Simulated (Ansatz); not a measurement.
## Ligand exchange: C4H10S + SnH(CH3)2(SiH3) → C3H10SSi + SnH(CH3)3

Species: C4H10S (isopropyl methyl sulfide) `CSC(C)C`, singlet; SnH(CH3)2(SiH3), singlet; C3H10SSi `CC(C)S[SiH3]`, singlet; SnH(CH3)3, singlet. The partners trade CH3 for SiH3: S–CH3 and Sn–SiH3 bonds give way to S–SiH3 and Sn–CH3.

Shapes, held fixed at every level: PBE0-D4/def2-TZVP. Flexible molecules stand in one conformer, not always the lowest. Programs: Ansatz 0.2.0. Electronic energies: no zero-point or thermal term.

```csv
level,kind,ΔE (kJ/mol),less CCSD(T)/def2-TZVPP
HF/def2-TZVPP,Hartree–Fock,-63.1,0.0
PBE-D4/def2-TZVPP,GGA,-50.6,+12.5
r2SCAN-D4/def2-TZVPP,meta-GGA,-58.6,+4.5
B3LYP-D4/def2-TZVPP,global hybrid,-56.7,+6.4
wB97M-V/def2-TZVPP,range-separated hybrid,-61.1,+2.0
MP2/def2-TZVPP,perturbation theory,-69.3,-6.2
CCSD(T)/def2-TZVPP,coupled cluster or CI,-63.1,0.0
```

The highest level, CCSD(T)/def2-TZVPP, gives ΔE = -63.1 kJ/mol; the levels span -69.3 to -50.6. The column of differences is taken from that level and isn't an error. No measured value is set beside it here. For atoms past krypton def2 sets carry core potentials with scalar relativity. Correlated rows may include outer-core shells of Sn, which these sets cover unevenly.
